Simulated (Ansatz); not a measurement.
The Ansatz (a quantum-chemistry and plane-wave program) input:
Ansatz 0.2 input:
```yaml
crystal:
  periodic: [false, false, false]
  atoms:
    - {symbol: F, position_ang: [0.00000000, 0.00000000, 0.00000000]}
basis:
  gaussian:
    orbitals: 6-311G__.json
total_charge: -1
magnetization: {spin_polarized: false}
correlation: {method: mp2}
```
The basis file holds 6-311G** in the JSON format of the Basis Set Exchange.

Q: What is the computed number of basis functions (Ansatz with MP2/6-311G**)?

A: 18

Q: Give the total energy at the level MP2/6-311G**.

A: -99.6133 Eh

Q: What is the computed MP2 correlation energy (MP2/6-311G**)?

A: -0.2104 Eh

A gas-phase anion may not be bound at this level; its values then depend on the basis.
